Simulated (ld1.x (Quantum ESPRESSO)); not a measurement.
Before and after: TM potential for magnesium (Mg)

ld1.x (Quantum ESPRESSO) 7.5 input, shortened:

```
&input
   title='Mg', zed=12., rel=1, dft='PBE', iswitch=3,
   config='[Ne] 3s0.5 3p0'
 /
 &inputp
   pseudotype=2, tm=.true., lloc=0,
   nlcc=.true., new_core_ps=.true.
 /
2
3P  2  1   0.00   0.00  2.60  2.60  0.0
3S  1  0   0.50   0.00  2.05  2.05  0.0
 &test
   configts(1)='3s0.5 3p0'
 /
```

Change: core correction none.

Cutoffs: the cutoffs (Ry, on a coarse ladder) from which the occupation-weighted sum of valence levels, in a spherical-Bessel basis at the reference potential, stays within 10 and 1 mRy of its value at 400 Ry; they do not see the model core or the augmentation charge, which bear on the density cutoff. Errors are all-electron minus pseudo energies relative to the spin-unpolarised reference configuration.

Task: How do hardness, ghosts and transferability respond?

Result: Both files are so soft that the ladder of cutoffs tells neither apart; of the 6 tests that both files solve, the error grows in 6 and shrinks in 0 by more than 15 % and 0.3 meV (median size 9.9 → 72.2 meV); neither file shows a bound ghost. Exchange and correlation are not linear in the density, so unscreening with the valence charge alone errs where core and valence overlap; a model core restores that term. The default core radius of the base comes out at 1.76 bohr.

| quantity | base | changed |
| --- | --- | --- |
| cutoff, loose | 6 Ry | 6 Ry |
| cutoff, tight | 10 Ry | 10 Ry |
| bound ghosts | none | none |
| error for 3s2 3p0, meV [ΔE -14.55 eV] | +15 | +184 |
| error for 3s1 3p0, meV [ΔE -6.59 eV] | +2.6 | +55 |
| error for 3s1.5 3p0, meV [ΔE -11.41 eV] | +8.4 | +131 |
| error for 3s0 3p1, meV [ΔE -2.22 eV] | +1.1 | +16 |
| error for 3s1 3p1, meV [ΔE -11.06 eV] | +15 | +89 |
| error for 3s0 3p2, meV [ΔE -7.37 eV] | +11 | +28 |
| s: phases at 2.85 bohr within 0.05 rad from the reference energy up to (Ry; the scan ends near 5) | 1.4 | 1.4 |
| p: phases at 2.85 bohr within 0.05 rad from the reference energy up to (Ry; the scan ends near 5) | 0.4 | 0.4 |
